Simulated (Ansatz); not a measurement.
Stepwise reaction of `[O]=[V]([OH])([Cl])[Cl]` with ammonia, as a gas-phase model of exchange steps in deposition or etching. ΔE in kJ/mol; ΔG adds harmonic PBE0-D4 terms to CCSD(T)/CBS, at 1 bar.

Calculated with Ansatz (gas phase, PBE0-D4/def2-TZVP geometries, no zero-point term in ΔE). CBS: MP2 limit from def2 TZ/QZ plus the TZ coupled-cluster correction, frozen cores. This one scheme is used for every species. Functionals use def2-TZVPP. B3LYP here is the variant with VWN-RPA as its local correlation; programs differ in this. For V outer-core shells are correlated without core-valence functions, which leaves a few kJ/mol of doubt a bond. Scalar relativity is left out up to krypton. One conformer a species, not always the lowest.

```csv
step,reaction,PBE-D4,B3LYP-D4,ωB97M-V,CCSD(T)/CBS,ΔG(400 K)
1,`[O]=[V]([OH])([Cl])[Cl]` + NH₃ → `[NH2][V](=[O])([OH])[Cl]` + HCl,63.5,61.0,57.6,56.6,48.1
2,`[NH2][V](=[O])([OH])[Cl]` + NH₃ → `[NH2][V]([NH2])(=[O])[OH]` + HCl,70.6,68.7,68.0,66.2,54.7
```

(1) By hand: ΔE of the 2 steps together at CCSD(T)/CBS.

Answers

(1) (56.6) + (66.2) = 122.8 kJ/mol, or 61.4 kJ/mol a step.

In ΔE each step is higher than the one before. All are uphill at CCSD(T)/CBS. ΔG lies between 48.1 and 54.7 kJ/mol a step. PBE-D4 differs from CCSD(T)/CBS by 4.4 to 6.9 kJ/mol a step. Isolated molecules leave out the surface, adducts and barriers. Largest T1 diagnostic: 0.033.
